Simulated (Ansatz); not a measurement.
**Cost against result**

The pair of F⁻ (SMILES [F-], atom 1) and CH5N (SMILES CN, atoms 2–8), both closed shells, in one local arrangement (a lower one may exist), relaxed at PBE0-D4/def2-TZVPD:

```
8
angstrom
F 0.5411 0.1441 -2.4840
C -0.3134 -0.4184 0.6636
N 0.5984 0.5456 0.0933
H -1.3287 -0.4237 0.2238
H -0.4287 -0.2811 1.7498
H 0.0887 -1.4264 0.5134
H 0.2038 1.4738 0.2064
H 0.6387 0.3861 -0.9664
```

Interaction energies are counterpoise-corrected; the time is that of the whole pair.

Ansatz 0.2.0; basis: as named in each row; cores frozen in the correlated methods. B3LYP uses VWN-RPA correlation. Extrapolation: Hartree–Fock as exp(−7.88 √X), correlation as X^−2.97.

Times are rough, for one single point on 2 threads of a shared host (Arm Neoverse V1).

The estimate by CCSD(T) at an estimated basis limit (MP2 extrapolated from triple and quadruple zeta, plus CCSD(T) − MP2 in triple zeta) is -19.67 kcal/mol.

```
   method        basis  time (s)  interaction energy (kcal/mol)  method less estimate
   PBE-D4  def2-TZVPPD         2                         -20.55                 -0.88
revPBE-D4  def2-TZVPPD         2                         -19.46                  0.21
  BLYP-D4  def2-TZVPPD         2                         -19.17                  0.51
  PBE0-D4  def2-TZVPPD         2                         -20.77                 -1.10
 B3LYP-D4  def2-TZVPPD         2                         -19.85                 -0.18
 HSE06-D4  def2-TZVPPD         2                         -20.78                 -1.11
r2SCAN-D4  def2-TZVPPD         3                         -21.19                 -1.52
   B2PLYP  def2-TZVPPD         4                         -18.62                  1.05
  wB97X-V  def2-TZVPPD         6                         -19.28                  0.39
   B97M-V  def2-TZVPPD         7                         -19.68                 -0.01
  wB97M-V  def2-TZVPPD         8                         -19.53                  0.14
      MP2  def2-QZVPPD        16                         -19.10                  0.58
  CCSD(T)  def2-TZVPPD        70                         -18.63                  1.04
```

No T1 diagnostic of these runs exceeds 0.023.
